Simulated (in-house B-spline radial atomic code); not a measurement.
Ionisation energies with and without relativity, with size and susceptibility from the Dirac run. Dirac energy differences include first-order Breit, QED and recoil terms. NIST's values go from ground level to ground level; the uncertainty of those that are theory runs from under 0.1 % in few-electron ions to several per cent in heavy many-electron ones. Computed with a B-spline radial code for spherical atoms: non-relativistic Hartree-Fock and Dirac-Hartree-Fock, averages of the configuration (point nuclei without relativity, finite nuclei with it).

| ion | configuration | configuration after | ionisation non-relativistic (eV) | ionisation Dirac Breit and QED (eV) | tabulated value (eV) | tabulated kind | radius at density 0.001 (bohr) | diamagnetic susceptibility (10⁻⁶ cm³/mol) |
| --- | --- | --- | --- | --- | --- | --- | --- | --- |
| B2+ | [He] 2s1 | 1s2 | 37.82 | 37.82 | 37.93059 | measured | 2.865 | -2.7008 |
| C2+ | [He] 2s2 | [He] 2s1 | ? | ? | ? | measured | ? | ? |
| N2+ | [He] 2s2 2p1 | [He] 2s2 | 47.17 | 47.16 | 47.4453 | semi-empirical | 2.674 | -3.9315 |
| O2+ | [He] 2s2 2p2 | [He] 2s2 2p1 | 53.17 | 53.16 | 54.93554 | semi-empirical | 2.552 | -4.0158 |
| F2+ | [He] 2s2 2p3 | [He] 2s2 2p2 | ? | ? | ? | semi-empirical | ? | ? |
| Ne2+ | [He] 2s2 2p4 | [He] 2s2 2p3 | 65.59 | 65.57 | 63.4233 | measured | 2.344 | -3.9337 |
| Mg2+ | [He] 2s2 2p6 | [He] 2s2 2p5 | ? | ? | ? | measured | ? | ? |
| Al2+ | [Ne] 3s1 | [He] 2s2 2p6 | 28.04 | 28.08 | 28.44764 | measured | 3.395 | -7.3908 |
| Si2+ | [Ne] 3s2 | [Ne] 3s1 | 31.96 | 32.02 | 33.493 | measured | 3.462 | -9.4294 |
| P2+ | [Ne] 3s2 3p1 | [Ne] 3s2 | 29.43 | 29.42 | 30.20264 | measured | 3.478 | -11.138 |
| S2+ | [Ne] 3s2 3p2 | [Ne] 3s2 3p1 | 33.31 | 33.30 | 34.86 | semi-empirical | 3.402 | -11.981 |
| Cl2+ | [Ne] 3s2 3p3 | [Ne] 3s2 3p2 | 37.29 | 37.28 | 39.8 | semi-empirical | 3.298 | -12.344 |
| Ar2+ | [Ne] 3s2 3p4 | [Ne] 3s2 3p3 | 41.38 | 41.37 | 40.735 | semi-empirical | 3.188 | -12.43 |
| K2+ | [Ne] 3s2 3p5 | [Ne] 3s2 3p4 | 45.59 | 45.58 | 45.8031 | semi-empirical | 3.079 | -12.352 |

Problem. Fill in the row of C2+.

Solution. ionisation non-relativistic (eV): 45.78; ionisation Dirac Breit and QED (eV): 45.80; tabulated value (eV): 47.88778; radius at density 0.001 (bohr): 2.805; diamagnetic susceptibility (10⁻⁶ cm³/mol): -3.6569.

Problem. Fill in the row of F2+.

Solution. ionisation non-relativistic (eV): 59.30; ionisation Dirac Breit and QED (eV): 59.29; tabulated value (eV): 62.70798; radius at density 0.001 (bohr): 2.442; diamagnetic susceptibility (10⁻⁶ cm³/mol): -4.001.

Problem. Fill in the row of Mg2+.

Solution. ionisation non-relativistic (eV): 78.65; ionisation Dirac Breit and QED (eV): 78.61; tabulated value (eV): 80.1436; radius at density 0.001 (bohr): 2.174; diamagnetic susceptibility (10⁻⁶ cm³/mol): -3.7304.
